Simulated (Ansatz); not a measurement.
Consider the formal exchange of groups at the Si–O bond: `N[Si](N)(O)O` + SiH₄ → `N[Si](N)(O)[SiH3]` + H₂O.

Program: Ansatz. Geometries: PBE0-D4/def2-TZVP. ΔE: electronic, gas phase. CCSD(T)/CBS is the MP2 limit (def2-TZVPP, def2-QZVPP) plus CCSD(T) − MP2 in def2-TZVPP, frozen cores. This one scheme is used for every species. Functionals use def2-TZVPP. B3LYP here is the variant with VWN-RPA as its local correlation; programs differ in this. One conformer a species, not always the lowest.

`N[Si](N)(O)O`:

Z-matrix (Å, degrees):
```
Si
N 1 1.697
O 1 1.647 2 101.9
N 1 1.699 2 112.2 3 -125.3
O 1 1.648 2 115.2 3 119.1
H 2 1.004 1 122.0 3 -9.8
H 2 1.004 1 122.6 3 154.1
H 3 0.958 1 115.5 2 163.0
H 4 1.005 1 122.6 2 69.7
H 4 1.005 1 120.4 2 -134.8
H 5 0.958 1 115.3 2 -30.2
```

SiH₄:

```xyz
5

Si    0.000    0.000    0.000
H    -1.307    0.664   -0.234
H     0.315    0.026    1.450
H     1.061    0.718   -0.750
H    -0.070   -1.408   -0.466
```

`N[Si](N)(O)[SiH3]`:

```xyz
13

N     0.907    0.422   -1.567
Si    0.370    0.181    0.047
N     1.132   -1.275    0.517
O     0.731    1.565    0.872
Si   -1.929   -0.070    0.429
H     0.864   -0.342   -2.223
H     0.714    1.300   -2.023
H     0.856   -1.771    1.348
H     2.086   -1.472    0.258
H     1.640    1.869    0.820
H    -2.217   -0.514    1.823
H    -2.660    1.205    0.192
H    -2.494   -1.098   -0.492
```

H₂O:

```xyz
3

O    -0.182    0.343   -0.028
H    -0.576   -0.531   -0.060
H     0.758    0.188    0.088
```

```
             level  ΔE (kcal/mol)  difference from CCSD(T)/CBS
         r2SCAN-D4           30.3                          0.3
           PBE0-D4           27.1                         -2.9
          B3LYP-D4           30.2                          0.2
           ωB97X-V           30.6                          0.6
            B2PLYP           32.1                          2.1
            r2SCAN           30.6                          0.6
              PBE0           27.9                         -2.1
             B3LYP           31.6                          1.6
    MP2/def2-TZVPP           31.9                          1.9
SCS-MP2/def2-TZVPP           32.9                          2.9
   CCSD/def2-TZVPP           31.9                          1.9
CCSD(T)/def2-TZVPP           30.8                          0.8
     HF/def2-QZVPP           37.9                          7.9
    MP2/def2-QZVPP           31.5                          1.5
      HF/CBS(def2)           37.9                          7.9
     MP2/CBS(def2)           31.1                          1.1
       CCSD(T)/CBS           30.0                            0
```

Largest T1 diagnostic among the species: 0.012.

The D4 term adds −1.4 kcal/mol with B3LYP and −0.9 kcal/mol with PBE0; it sums over pairs of atoms, weighted by their polarisabilities, and B3LYP, whose exchange is more repulsive, gets the larger term. From PBE to PBE0 (25 % exact exchange), in def2-TZVPP and without D4, ΔE moves by +2.3 kcal/mol.
